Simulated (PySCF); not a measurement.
Isomers of C5H6F2, mass 104.044 u with the commonest isotopes. Level of theory: PBE0-D3(BJ)/def2-SVP geometry optimisation, gas phase (PySCF). One conformer each, none proved a minimum here; rigid rotors.

Task: Order these by rotational constant A, smallest first.
A. `C(F)(F)(C#CC)C`
B. `C1([C@@](CC=1)(F)C)F`
C. `[F:1][CH:2]=[C:3]1[CH2:4][CH:5]([F:6])[CH2:7]1` with C2–C3–C4–C5 -153°, C3–C4–C5–F6 -137°, C4–C5–C7–C3 17°, C2–C3–C7–C5 153°
D. `[CH2:1]=[CH:2][C@@:3]1([F:4])[CH2:5][C@@H:6]1[F:7]` with C1–C2–C3–F4 -1°
E. `[F:1][CH2:2][C@H:3]([F:4])[CH:5]1[CH:6]=[CH:7]1` with F1–C2–C3–F4 -175°, C2–C3–C5–C6 -142°
F. `[F:1][CH2:2][C:3]1=[C:4]([F:5])[CH2:6][CH2:7]1` with F1–C2–C3–C4 120°

Result: E (3406 MHz), B (3477 MHz), F (4243 MHz), A (5081 MHz), D (5273 MHz), C (8458 MHz).

Task: Order these by dipole moment, smallest first.
A. `[F:1][CH:2]=[C:3]1[CH2:4][CH:5]([F:6])[CH2:7]1` with C2–C3–C4–C5 -153°, C3–C4–C5–F6 -137°, C4–C5–C7–C3 17°, C2–C3–C7–C5 153°
B. `[F:1][CH2:2][C:3]1=[C:4]([F:5])[CH2:6][CH2:7]1` with F1–C2–C3–C4 120°
C. `CC#CC(C)(F)F`
D. `C[C@@]1(F)CC=C1F`
E. `[CH2:1]=[CH:2][C@@:3]1([F:4])[CH2:5][C@@H:6]1[F:7]` with C1–C2–C3–F4 -1°
F. `[F:1][CH2:2][C@H:3]([F:4])[CH:5]1[CH:6]=[CH:7]1` with F1–C2–C3–F4 -175°, C2–C3–C5–C6 -142°

Result: F (0.97 D), A (1.29 D), B (1.77 D), D (2.09 D), E (2.52 D), C (2.92 D).

Task: Order these by rotational constant C, smallest first.
A. `CC#CC(C)(F)F`
B. `[F:1][CH2:2][C:3]1=[C:4]([F:5])[CH2:6][CH2:7]1` with F1–C2–C3–C4 120°
C. `[F:1][CH2:2][C@H:3]([F:4])[CH:5]1[CH:6]=[CH:7]1` with F1–C2–C3–F4 -175°, C2–C3–C5–C6 -142°
D. `C[C@@]1(F)CC=C1F`
E. `[CH2:1]=[CH:2][C@@:3]1([F:4])[CH2:5][C@@H:6]1[F:7]` with C1–C2–C3–F4 -1°
F. `[F:1][CH:2]=[C:3]1[CH2:4][CH:5]([F:6])[CH2:7]1` with C2–C3–C4–C5 -153°, C3–C4–C5–F6 -137°, C4–C5–C7–C3 17°, C2–C3–C7–C5 153°

Result: F (1222 MHz), A (1353 MHz), B (1413 MHz), C (1495 MHz), E (1703 MHz), D (2098 MHz).

| SMILES | point group | Ia (u·Å²) | Ib (u·Å²) | Ic (u·Å²) | κ | μa (D) | μb (D) | μc (D) |
| --- | --- | --- | --- | --- | --- | --- | --- | --- |
| CC#CC(C)(F)F | – | 99.47 | 370.57 | 373.57 | -0.99 | 2.19 | 1.92 | 0.01 |
| FC[C@H](F)C1C=C1 | C1 | 148.38 | 211.99 | 338.04 | -0.07 | 0.86 | 0.45 | 0.04 |
| C[C@@]1(F)CC=C1F | C1 | 145.33 | 197.17 | 240.91 | -0.33 | 0.26 | 1.37 | 1.56 |
| C=C[C@@]1(F)C[C@@H]1F | C1 | 95.85 | 272.33 | 296.79 | -0.91 | 0.79 | 2.39 | 0.11 |
| FC=C1CC(F)C1 | C1 | 59.75 | 370.17 | 413.72 | -0.96 | 0.29 | 1.15 | 0.53 |
| FCC1=C(F)CC1 | C1 | 119.12 | 266.52 | 357.74 | -0.66 | 1.05 | 0.90 | 1.10 |
